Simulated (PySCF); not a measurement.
Isomers of C4H12GeN2, from PBE0-D3(BJ)/def2-SVP geometry optimisation, gas phase in PySCF. One conformer each, no zero-point energy, no frequencies.

Question: Which isomer lies lower at this level?
A. `[CH3:1]/[N:2]=[CH:3]\[GeH2:4][N:5]([CH3:6])[CH3:7]` with N2–C3–Ge4–N5 176°, C3–Ge4–N5–C6 154°: A = 4357, B = 971.2, C = 855.7 MHz, dipole 1.38 D
B. `[CH3:1]/[N:2]=[CH:3]/[CH2:4][N:5]([CH3:6])[GeH3:7]` with N2–C3–C4–N5 -15°, C3–C4–N5–C6 -78°: A = 2401, B = 1148, C = 931.3 MHz, dipole 2.10 D

Answer: B. That is `C/N=C/C[N](C)[GeH3]`, 5.3 kcal/mol below the other.

| SMILES | mapped SMILES | E (Eh) | relative (kcal/mol) | relative (kJ/mol) | dipole (D) |
| --- | --- | --- | --- | --- | --- |
| C/N=C/C[N](C)[GeH3] | [CH3:1]/[N:2]=[CH:3]/[CH2:4][N:5]([CH3:6])[GeH3:7] | -2345.09042 | 0.0 | 0.0 | 2.10 |
| C/N=[CH]\[GeH2][N](C)C | [CH3:1]/[N:2]=[CH:3]\[GeH2:4][N:5]([CH3:6])[CH3:7] | -2345.08194 | 5.3 | 22.3 | 1.38 |
